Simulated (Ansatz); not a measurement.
Basis-set extrapolation for F2H4O3Si2, SMILES `O[SiH](O)O[SiH](F)F` (PBE0-D4/def2-TZVP geometry, frozen core, Ansatz). Multiplicity 1, RHF reference.

|  | def2-TZVPP | def2-QZVPP |
| --- | --- | --- |
| HF | -1004.265753 | -1004.306711 |
| MP2 correlation | -1.436802 | -1.564208 |
| CCSD(T) correlation | -1.503122 | -1.626086 |

Energies in hartree. Use E(X) = E(∞) + A·exp(−7.88·√X) for Hartree–Fock and E(X) = E(∞) + B·X^(−2.97) for correlation, with X = 3 and 4.

Task: What is the CCSD(T) energy at the basis-set limit?

Result: HF limit: -1004.306711 + (-0.040958) × 0.13774 = -1004.31235. Correlation limit: -1.626086 + (-0.122964) × 0.74074 = -1.71717. Total: -1006.02952 hartree, 163.6 kcal/mol below CCSD(T)/def2-TZVPP.
